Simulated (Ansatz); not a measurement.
Consider the redistribution: `B[SiH2]Cl` + `F[SiH]([SiH3])O[SiH3]` → `F[SiH]([SiH3])[SiH2]Cl` + `BO[SiH3]`.

Calculated with Ansatz (gas phase, PBE0-D4/def2-TZVP geometries, no zero-point term in ΔE). CCSD(T)/CBS is the MP2 limit (def2-TZVPP, def2-QZVPP) plus CCSD(T) − MP2 in def2-TZVPP, frozen cores. DFT in def2-TZVPP. B3LYP here is the variant with VWN-RPA as its local correlation; programs differ in this. Each species was taken in one conformer, which may not be the lowest.

| level | ΔE (kJ/mol) | difference from CCSD(T)/CBS |
| --- | --- | --- |
| PBE-D4 | -47.9 | -18.4 |
| r2SCAN-D4 | -34.7 | -5.2 |
| PBE0-D4 | -40.5 | -11.0 |
| B3LYP-D4 | -35.3 | -5.8 |
| ωB97X-V | -31.3 | -1.8 |
| ωB97M-V | -31.9 | -2.4 |
| B2PLYP | -31.8 | -2.3 |
| PBE | -47.2 | -17.7 |
| r2SCAN | -34.5 | -5.0 |
| PBE0 | -39.8 | -10.3 |
| MP2/def2-TZVPP | -30.1 | -0.6 |
| CCSD/def2-TZVPP | -25.5 | 4.0 |
| HF/def2-QZVPP | -12.2 | 17.3 |
| MP2/def2-QZVPP | -29.6 | -0.1 |
| MP2/CBS(def2) | -30.2 | -0.7 |
| CCSD/CBS(def2) | -25.5 | 4.0 |
| CCSD(T)/CBS | -29.5 | 0 |

Largest T1 diagnostic among the species: 0.013.

From PBE to PBE0 (25 % exact exchange), in def2-TZVPP and without D4, ΔE moves by +7.4 kJ/mol. In def2-TZVPP, CCSD(T) changes the Hartree–Fock value by −15.8 kJ/mol (the triples alone add −3.9 kJ/mol) and MP2 by −16.4 kJ/mol.
